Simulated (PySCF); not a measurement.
CaO₂: calculation against measurement

Isolated CaO₂, optimised in PySCF with density fitting and no spin–orbit coupling; def2 sets carry scalar-relativistic core potentials from Rb on. It is a singlet of C2v symmetry: PBE0/def2-TZVP Ca–O 1.965 Å (×2), O–O 1.485 Å, Ca–O–O 67.8° (×2), O–Ca–O 44.4°. Other levels end elsewhere and are not compared: PBE/def2-TZVP (triplet, C∞v).

Measured fundamentals (Jacox, Vibrational and Electronic Energy Levels of Polyatomic Transient Molecules, as compiled in the NIST Chemistry WebBook) beside computed harmonic wavenumbers, in cm⁻¹:

```json
{"mode as compiled": "a1 o-o stretch", "computed symmetry": "a1", "measured": "736.2", "medium": "argon matrix", "PBE0/def2-TZVP": "869"}
{"mode as compiled": "a1 ocao s-stretch", "computed symmetry": "a1", "measured": "555.7", "medium": "nitrogen matrix", "PBE0/def2-TZVP": "649"}
{"mode as compiled": "b2 ocao a-stretch", "computed symmetry": "b2", "measured": "505.5", "medium": "nitrogen matrix", "PBE0/def2-TZVP": "530"}
```

Problem. How close does the calculation come?

Solution. Mean absolute differences: PBE0/def2-TZVP 13.2 %. The mean ratio of measured to computed values at PBE0/def2-TZVP is 0.886. Harmonic values should lie a little above fundamentals; matrices shift bands further, usually down by up to a few per cent. Differences this large suggest that the computed state or structure is not the one observed, or that an assignment is in doubt.
